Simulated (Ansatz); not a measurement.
This geometry of FGeH₃ (5 atoms, charge 0, multiplicity 1) is a first-order saddle point.

Computed with RKS PBE0/def2-SVP in Ansatz 0.2.0.

```xyz
5
Properties=species:S:1:pos:R:3
Ge 0.199 0.000 -0.352
F 0.991 0.000 1.512
H 1.639 0.000 0.431
H -0.757 1.224 -0.330
H -0.757 -1.224 -0.330
```

(1) Which two structures does it join? (They come from a converged band through this point; their orientation in space is the band's.)

(2) How far does it lie above each of them?

Results:

(1) Bonds broken: Ge1–F2, Ge1–H3. Bonds formed: F2–H3. FGeH3 becomes FH + GeH2.

Initial state:

```xyz
5
Properties=species:S:1:pos:R:3
Ge 0.260 0.000 0.101
F 0.331 0.000 1.844
H 1.712 0.000 -0.398
H -0.493 1.274 -0.308
H -0.493 -1.274 -0.308
```

Final state:

```xyz
5
Properties=species:S:1:pos:R:3
Ge -0.016 0.000 -0.792
F 1.174 0.000 1.212
H 2.048 0.000 0.900
H -0.944 1.145 -0.195
H -0.944 -1.145 -0.195
```

(2) 62.0 kcal/mol above the first and 16.0 kcal/mol above the second. This is the barrier of this one path; another mechanism may lie lower. The orbitals stay closed-shell, which can raise the energy where a bond breaks towards radicals; this wasn't checked here.

The run took 80 s on 1 thread of Arm Neoverse V1, with other jobs on the host, peak memory 0.12 GiB.
